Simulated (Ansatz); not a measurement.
Reactions of CH3BF2S, SMILES `CSB(F)F`.

Computed with Ansatz on PBE0-D4/def2-TZVP structures; ΔE is electronic, products minus reactants. CCSD(T)/CBS adds triple-zeta CCSD(T) − MP2 to the extrapolated MP2 energy (def2 sets, frozen cores). This one scheme is used for every species. For Se outer-core shells are correlated without core-valence functions, which leaves a few kJ/mol of doubt a bond. Scalar relativity is left out up to krypton. One conformer a species, not always the lowest.

Q: Order these by ΔE at CCSD(T)/CBS, lowest first. (Best estimate.)
A. `CSB(F)F` + `OC(O)[SeH]` → `COC(O)[SeH]` + `FB(F)S`
B. `CSB(F)F` + `O[SiH2]S` → `CS[SiH2]O` + `FB(F)S`
C. `CSB(F)F` + H₂O → `OB(F)F` + CH₃SH

A: C (-0.64 eV), B (+0.05 eV), A (+0.34 eV).

Largest T1 diagnostic: 0.013, for `FB(F)S`.
